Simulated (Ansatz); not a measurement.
Species: BNH$_{2}$, charge 0, singlet. BNH2 (SMILES N=B).
B3LYP-D3(BJ)/def2-TZVP minimum from Ansatz (a quantum-chemistry and plane-wave program):
```xyz
4

B      0.0000     0.0000    -0.6920
N      0.0000     0.0000     0.5409
H      0.0000     0.0000    -1.8589
H      0.0000     0.0000     1.5327
```
Charge 0, spin multiplicity 1.

Wanted: atomisation energy (electronic, to ground-state atoms), in kJ/mol. UHF or UKS for unpaired electrons; spin-orbit terms are left out. CBS(X,Y): correlation extrapolated as X^-3, Hartree-Fock from the larger set (Q,5: extrapolated as (X+1)exp(-9√X)). A bracket is a step between two methods taken in the basis named. Functionals run without relativity, which enters their misses. Double hybrids freeze cores in their MP2 part. 'core' is core correlation in cc-pwCVTZ, 'X2C' scalar relativity in cc-pVTZ-DK, both at CCSD(T). For partners of very few electrons the exact lower level stands in for a higher one.

CCSD(T)/CBS(cc-pVQZ,cc-pV5Z) + [CCSDT(Q) - CCSD(T)]/cc-pVQZ + [CCSDTQ - CCSDT(Q)]/cc-pVDZ + core + X2C (Ansatz) gives 1481.6 kJ/mol.

### Question
What does PBE/def2-TZVPD (Ansatz) give here, and how do the other levels compare?

### Answer
PBE gives 1526.2 kJ/mol, 44.6 kJ/mol above it. Differences of the others: r2SCAN/def2-TZVPD (Ansatz) -1.4; B3LYP/def2-TZVPD (Ansatz) 17.5; PBE0/def2-TZVPD (Ansatz) -0.8; wB97M-V/def2-TZVPD (Ansatz) 14.8; B2PLYP/def2-TZVPD (Ansatz) 1.9; CCSD(T)/CBS(cc-pVQZ,cc-pV5Z) + core + X2C (Ansatz) -0.4 kJ/mol. Nearer than PBE: r2SCAN/def2-TZVPD, B3LYP/def2-TZVPD, PBE0/def2-TZVPD, wB97M-V/def2-TZVPD, B2PLYP/def2-TZVPD, CCSD(T)/CBS(cc-pVQZ,cc-pV5Z) + core + X2C.
